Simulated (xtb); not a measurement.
xtb input (GFN1-xTB):

```bash
xtb mol.xyz --gfn 1 --sp --chrg 0 --uhf 0
```
mol.xyz:
```
3

Pb    -0.00401327    -0.00597620     0.77553755
Br     1.13908989    -1.67066389    -0.91554448
Br    -1.12968736     1.68466528    -0.90142922
```

End of the output:

```
         :::::::::::::::::::::::::::::::::::::::::::::::::::::
         ::                     SUMMARY                     ::
         :::::::::::::::::::::::::::::::::::::::::::::::::::::
         :: total energy              -9.481699230950 Eh    ::
         :: gradient norm              0.004221647122 Eh/a0 ::
         :: HOMO-LUMO gap              2.837343452258 eV    ::
         ::.................................................::
         :: SCC energy                -9.488413687596 Eh    ::
         :: -> electrostatic           0.039135687465 Eh    ::
         :: repulsion energy           0.007906834521 Eh    ::
         :: dispersion energy         -0.001192377875 Eh    ::
         :: halogen bond corr.         0.000000000000 Eh    ::
         :: add. restraining           0.000000000000 Eh    ::
         :: total charge              -0.000000000000 e     ::
         :::::::::::::::::::::::::::::::::::::::::::::::::::::

           -------------------------------------------------
          |                Property Printout                |
           -------------------------------------------------

    * Orbital Energies and Occupations

         #    Occupation            Energy/Eh            Energy/eV
      -------------------------------------------------------------
         1        2.0000           -0.6741778             -18.3453
         2        2.0000           -0.6193686             -16.8539
         3        2.0000           -0.6099290             -16.5970
         4        2.0000           -0.3980544             -10.8316
         5        2.0000           -0.3822322             -10.4011
         6        2.0000           -0.3753913             -10.2149
         7        2.0000           -0.3623945              -9.8613
         8        2.0000           -0.3602414              -9.8027
         9        2.0000           -0.3542572              -9.6398 (HOMO)
        10                         -0.2499867              -6.8025 (LUMO)
        11                         -0.1435292              -3.9056
        12                         -0.1182715              -3.2183
Note: The following floating-point exceptions are signalling: IEEE_DENORMAL
normal termination of xtb
        13                         -0.0154989              -0.4217
        14                         -0.0142978              -0.3891
        15                         -0.0112994              -0.3075
        16                         -0.0097924              -0.2665
        17                         -0.0068695              -0.1869
        18                          0.0003701               0.0101
        19                          0.0007999               0.0218
        20                          0.0277577               0.7553
       ...                                ...                  ...
        22                          0.1649415               4.4883
      -------------------------------------------------------------
                  HL-Gap            0.1042705 Eh            2.8373 eV
             Fermi-level           -0.3021220 Eh           -8.2212 eV

  Mulliken/CM5 charges         n(s)   n(p)   n(d)
     1Pb    0.50954  0.51650   1.985  1.506  0.000
     2Br   -0.25477 -0.25825   1.958  5.306 -0.009
     3Br   -0.25477 -0.25825   1.958  5.306 -0.009

Wiberg/Mayer (AO) data.
largest (>0.10) Wiberg bond orders for each atom

 ---------------------------------------------------------------------------
     #   Z sym  total        # sym  WBO       # sym  WBO       # sym  WBO
 ---------------------------------------------------------------------------
     1  82 Pb   2.136 --     3 Br   1.068     2 Br   1.068
     2  35 Br   1.131 --     1 Pb   1.068
     3  35 Br   1.131 --     1 Pb   1.068
 ---------------------------------------------------------------------------

Topologies differ in total number of bonds
Writing topology from bond orders to xtbtopo.mol

 dipole moment from electron density (au)
     X       Y       Z
  -0.0112  -0.0167   2.1725  total (Debye):    5.522

           -------------------------------------------------
          | TOTAL ENERGY               -9.481699230950 Eh   |
          | GRADIENT NORM               0.004221647122 Eh/α |
          | HOMO-LUMO GAP               2.837343452258 eV   |
           -------------------------------------------------

------------------------------------------------------------------------
------------------------------------------------------------------------
 total:
 SCF:
```
